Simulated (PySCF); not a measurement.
C₂H₁₀Si₂.
Cartesian coordinates in Å at the PBE0-D3(BJ)/def2-SVP level; atoms count from 1:
```
atom  x, y, z in Å
C1    -2.0425    0.1596    0.1139
C2    -1.3323   -0.5023    1.2905
Si3    0.4241    0.1344    1.5962
Si4    1.7723   -0.1932   -0.2979
H5    -2.1119    1.2515    0.2431
H6    -3.0682   -0.2226   -0.0077
H7    -1.5128   -0.0205   -0.8355
H8    -1.9054   -0.3598    2.2230
H9    -1.2671   -1.5941    1.1413
H10    1.0396   -0.5745    2.7636
H11    0.3977    1.6005    1.9100
H12    1.7244   -1.6281   -0.7246
H13    1.2965    0.6469   -1.4421
H14    3.1966    0.1675   -0.0140
```

The closed-shell ground state was solved at several levels (PySCF, density fitting, gas phase, non-relativistic).

```json
{"level": "KT2/pcSseg-2", "basis functions": "298", "HOMO (eV)": "-6.91", "LUMO (eV)": "-0.86", "gap (eV)": "6.05", "dipole (D)": "1.01"}
{"level": "OPBE/pcSseg-2", "basis functions": "298", "HOMO (eV)": "-6.83", "LUMO (eV)": "-0.62", "gap (eV)": "6.21", "dipole (D)": "1.08"}
{"level": "PBE/pcSseg-2", "basis functions": "298", "HOMO (eV)": "-6.84", "LUMO (eV)": "-0.78", "gap (eV)": "6.06", "dipole (D)": "1.06"}
{"level": "B97-D/pcSseg-2", "basis functions": "298", "HOMO (eV)": "-6.81", "LUMO (eV)": "-0.62", "gap (eV)": "6.19", "dipole (D)": "1.05"}
{"level": "PBE0/6-31+G*", "basis functions": "100", "HOMO (eV)": "-7.96", "LUMO (eV)": "-0.04", "gap (eV)": "7.92", "dipole (D)": "1.03"}
{"level": "HF/pcSseg-2", "basis functions": "298", "HOMO (eV)": "-10.59", "LUMO (eV)": "2.57", "gap (eV)": "13.16", "dipole (D)": "0.96"}
{"level": "B3LYP/pcSseg-2", "basis functions": "298", "HOMO (eV)": "-7.76", "LUMO (eV)": "-0.19", "gap (eV)": "7.57", "dipole (D)": "1.01"}
{"level": "BP86/pcSseg-2", "basis functions": "298", "HOMO (eV)": "-6.93", "LUMO (eV)": "-0.78", "gap (eV)": "6.15", "dipole (D)": "1.05"}
```

Question: What might LDA/pcSseg-2 (298 basis functions) give for the same quantities?

Answer: HOMO -6.91 eV, LUMO -0.95 eV, gap 5.96 eV, dipole 1.03 D.

Question: Over all these levels, which gives the widest orbital gap and which the narrowest?

Answer: HF/pcSseg-2 (Hartree–Fock, all exact exchange) has the widest, 13.16 eV, and LDA/pcSseg-2 (LDA) the narrowest, 5.96 eV. The two share the basis. From the narrowest to the widest the HOMO moves by -3.68 eV and the LUMO by +3.52 eV.

Question: In the pcSseg-2 basis, how does the gap go with the fixed share of exact exchange?

Answer: LDA (0 %) 5.96 eV; KT2 (0 %) 6.05 eV; PBE (0 %) 6.06 eV; BP86 (0 %) 6.15 eV; B97-D (0 %) 6.19 eV; OPBE (0 %) 6.21 eV; B3LYP (20 %) 7.57 eV; HF (100 %) 13.16 eV. Each rise in the share widens the gap here.

Question: How far do the dipole and the HOMO energy spread over the levels?

Answer: The dipole runs from 0.96 to 1.08 D (mean 1.03 D) and the HOMO from -10.59 to -6.81 eV.

One conformer stands for the species.
